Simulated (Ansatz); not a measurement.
Ansatz (a first-principles code) input (revPBE/def2-TZVPD):

Ansatz 0.2 input:
```yaml
crystal:
  periodic: [false, false, false]
  atoms:
    - {symbol: C, position_ang: [-0.24049525, -1.26527185, -0.93598686]}
    - {symbol: C, position_ang: [-0.32558548, -0.13800598, 0.09062058]}
    - {symbol: C, position_ang: [-1.10158784, 1.06049551, -0.45368377]}
    - {symbol: C, position_ang: [-0.94841294, -0.63343750, 1.38921475]}
    - {symbol: O, position_ang: [1.01256971, 0.27151758, 0.48437921]}
    - {symbol: C, position_ang: [1.86490379, 0.72359812, -0.46214024]}
    - {symbol: H, position_ang: [0.34538318, -2.09449479, -0.53842395]}
    - {symbol: H, position_ang: [-1.24112207, -1.62884634, -1.17441954]}
    - {symbol: H, position_ang: [0.22895101, -0.92672754, -1.85938270]}
    - {symbol: H, position_ang: [-0.68731876, 1.42084555, -1.39512641]}
    - {symbol: H, position_ang: [-2.13920228, 0.77729694, -0.63538874]}
    - {symbol: H, position_ang: [-1.08713982, 1.87870172, 0.26710636]}
    - {symbol: H, position_ang: [-1.96829789, -0.97822431, 1.21502434]}
    - {symbol: H, position_ang: [-0.97244018, 0.16794603, 2.12823614]}
    - {symbol: H, position_ang: [-0.36504793, -1.45950029, 1.79644062]}
    - {symbol: H, position_ang: [1.47764400, 1.14034488, -1.38231647]}
    - {symbol: H, position_ang: [2.81509927, 1.04624768, -0.06493010]}
basis:
  gaussian:
    orbitals: def2-TZVPD
hamiltonian:
  xc: {name: revPBE}
magnetization: {spin_polarized: true, initial_magnetization: 1}
output: {forces: true}
```

Output:

```
Functional definition: revPBE
integrals: 0.31 GiB planned
1615 factors; their error is unknown
0.51 GiB of the device are held for the grids
2.04 GiB of device memory are held for the factors and their scratch space
mean field: 2.73 GiB planned
mean field evaluation 1: about -7392.1715 eV, gradient 6.3e1 eV
mean field evaluation 2: about -7350.6222 eV, gradient 1.0e2 eV
mean field evaluation 4: about -7410.0731 eV, gradient 9.8e0 eV
mean field evaluation 8: about -7410.4284 eV, gradient 3.5e-1 eV
mean field evaluation 16: about -7410.3555 eV, gradient 8.7e-3 eV
mean field -7410.35548220 eV, -272.3255410514 hartree, gradient 4.9e-5 eV, S^2 0.753280; 0 other end points of the search recorded, 0 dependent functions left out
the calculation of the forces begins
reference -7410.35555259 eV, -272.3255436382 hartree; 25, 24 occupied and 299, 300 virtual orbitals, 1615 factors
Total energy: -7410.35555259 eV, -272.3255436382 hartree
Atom 0 at    -0.240495    -1.265272    -0.935987 Å, force    -0.016298    -0.030691    -0.016238 eV/Å
Atom 1 at    -0.325585    -0.138006     0.090621 Å, force    -0.148753    -0.032810    -0.103491 eV/Å
Atom 2 at    -1.101588     1.060496    -0.453684 Å, force    -0.025376     0.017138    -0.003985 eV/Å
Atom 3 at    -0.948413    -0.633437     1.389215 Å, force    -0.015897    -0.010297     0.031993 eV/Å
Atom 4 at     1.012570     0.271518     0.484379 Å, force     0.198497    -0.034746     0.542682 eV/Å
Atom 5 at     1.864904     0.723598    -0.462140 Å, force     0.130937    -0.029754    -0.209513 eV/Å
Atom 6 at     0.345383    -2.094495    -0.538424 Å, force     0.155058    -0.252769     0.091306 eV/Å
Atom 7 at    -1.241122    -1.628846    -1.174420 Å, force    -0.264580    -0.120629    -0.082878 eV/Å
Atom 8 at     0.228951    -0.926728    -1.859383 Å, force     0.127513     0.073179    -0.270956 eV/Å
Atom 9 at    -0.687319     1.420846    -1.395126 Å, force     0.092551     0.118261    -0.268188 eV/Å
Atom 10 at    -2.139202     0.777297    -0.635389 Å, force    -0.292485    -0.051207    -0.059494 eV/Å
Atom 11 at    -1.087140     1.878702     0.267106 Å, force    -0.021378     0.244799     0.189288 eV/Å
Atom 12 at    -1.968298    -0.978224     1.215024 Å, force    -0.275603    -0.098093    -0.023792 eV/Å
Atom 13 at    -0.972440     0.167946     2.128236 Å, force    -0.023153     0.208550     0.228753 eV/Å
Atom 14 at    -0.365048    -1.459500     1.796441 Å, force     0.144042    -0.238704     0.136802 eV/Å
Atom 15 at     1.477644     1.140345    -1.382316 Å, force    -0.069941     0.139582    -0.306264 eV/Å
Atom 16 at     2.815099     1.046248    -0.064930 Å, force     0.304865     0.098190     0.123976 eV/Å
Dipole moment:    -0.307031    -0.014638    -0.102617 e Å
```

It need not be the lowest isomer of its formula.
